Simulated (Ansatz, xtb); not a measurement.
**Isomers of C6H3F3 in order of energy**

4 gas-phase structures of C6H3F3, from a drawn sample of its isomers (lower ones may exist). Each was relaxed with GFN2-xTB:

A. `Fc1ccc(F)c(F)c1`, a singlet
B. `F/C=C1C=C(F)C/1=C/F`, a singlet
C. `FC1=C[C@]2(F)[C@H]3[C@@H]2[C@@]13F`, a singlet
D. `FC1=C[C@@H]2C(F)=C(F)[C@H]12`, a singlet

**Question.** Estimate their order in r2SCAN-D4/def2-SVP//GFN2-xTB energy at these geometries, lowest first.

**Answer.** Calculated order at r2SCAN-D4/def2-SVP//GFN2-xTB: A (0.0), B (69.8), D (79.8), C (82.7) kcal/mol.

Energies above the lowest of each column, in kcal/mol; the last columns are at r2SCAN-D4/def2-SVP geometries and were run for some of them only (a dash: not run or not comparable):

```
structure  GFN2-xTB  HF/STO-3G  r2SCAN-D4/def2-SVP//GFN2-xTB  r2SCAN-D4/def2-SVP  CCSD(T)/def2-SVP + ΔMP2/def2-TZVPP
        A       0.0        0.0                           0.0                 0.0                                 0.0
        B      59.7       80.0                          69.8                69.6                                65.4
        D      62.3       66.8                          79.8                78.1                                71.9
        C      59.4       74.3                          82.7                   –                                   –
```

Every level run on A puts it lowest or level with the lowest. Frequencies (GFN2-xTB) were run for A, B, D alone. ΔMP2 is the change of the MP2 energy from the smaller to the larger basis.

Over these structures GFN2-xTB departs from r2SCAN-D4/def2-SVP//GFN2-xTB by 7.7 kcal/mol on average once a common shift is removed. A GFN2-xTB relaxation took about 0.046 s and the r2SCAN-D4/def2-SVP//GFN2-xTB energy about 1.6 s on a shared host (Ansatz 0.2.0, xtb 6.7.1).
